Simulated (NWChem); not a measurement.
C$_{2}$H$_{3}$NO$_{2}$Si; SMILES O=C1N=C[SiH2]O1

```xyz
9

O     -0.3922    -2.2757     0.0000
C     -0.1147    -1.1214     0.0000
N      1.2470    -0.6441     0.0000
C      1.3463     0.6286     0.0000
Si    -0.3781     1.4210     0.0000
O     -1.0501    -0.1337     0.0000
H      2.3500     1.0765     0.0000
H     -0.7409     2.1720    -1.2292
H     -0.7409     2.1720     1.2292
```
Atoms are numbered in this order, from 1.

Computed with NWChem. Pople sets run with spherical d functions. All runs use the structure optimised with PBE0/def2-SVP. Atomic charges in e: unrestrained fits to the electrostatic potential beside Mulliken populations; buried atoms are poorly determined by the fit.

For level Hartree-Fock/6-31G*:

| Item | Result |
|---|---|
| Mulliken O1 | -0.52 |
| ESP C2 | 1.09 |
| Mulliken C2 | 0.97 |
| Mulliken N3 | -0.46 |
| ESP Si5 | 0.73 |
| Mulliken Si5 | 0.99 |

Q: How do the values read with level B3LYP/def2-SVP instead?

A: 
- Mulliken O1: -0.13
- ESP C2: 0.98
- Mulliken C2: 0.24
- Mulliken N3: -0.15
- ESP Si5: 0.59
- Mulliken Si5: 0.62
